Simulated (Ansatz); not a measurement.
`CC(C)[Si]N` and `CC(C)[Si]O` differ in one atom or group.

Ansatz, PBE0-D4/def2-TZVP geometries, multiplicity 1. Each molecule was computed in one conformer, which needn't be the lowest.

```csv
property,`CC(C)[Si]N`
HOMO–LUMO gap (ωB97M-V/def2-TZVPP) / eV,8.83
HOMO energy (PBE/def2-TZVPP) / eV,-4.83
"ideal-gas entropy at 298 K and 1 bar (rigid rotor, harmonic PBE0-D4/def2-TZVP) / J/(mol·K)",349
LUMO energy (ωB97M-V/def2-TZVPP) / eV,0.87
size of the dipole moment (B3LYP/def2-TZVPP) / D,1.83
HOMO energy (PBE0/def2-TZVPP) / eV,-5.87
```

(1) What does the change do to each property? (An estimate is asked.)

## Answers

(1) Computed: 
| property | `CC(C)[Si]O` | shift |
| --- | --- | --- |
| HOMO–LUMO gap (ωB97M-V/def2-TZVPP) / eV | 8.62 | -0.21 |
| HOMO energy (PBE/def2-TZVPP) / eV | -5.05 | -0.22 |
| ideal-gas entropy at 298 K and 1 bar (rigid rotor, harmonic PBE0-D4/def2-TZVP) / J/(mol·K) | 350 | 1 |
| LUMO energy (ωB97M-V/def2-TZVPP) / eV | 0.42 | -0.45 |
| size of the dipole moment (B3LYP/def2-TZVPP) / D | 2.39 | 0.56 |
| HOMO energy (PBE0/def2-TZVPP) / eV | -6.11 | -0.24 |

With PBE0 the HOMO falls by 0.24 eV and the LUMO falls by 0.48 eV, so the gap narrows by about 0.24 eV. PBE moves the HOMO by -0.22 eV and ωB97M-V by -0.24 eV. The zero-point energy changes by -33.8 kJ/mol with -3 modes. Dipoles are sizes alone; their direction can turn. Modes under 60 cm⁻¹, often nearly free rotors, make the harmonic entropy too high.

B3LYP here is the variant with VWN-RPA as its local correlation; programs differ in this.
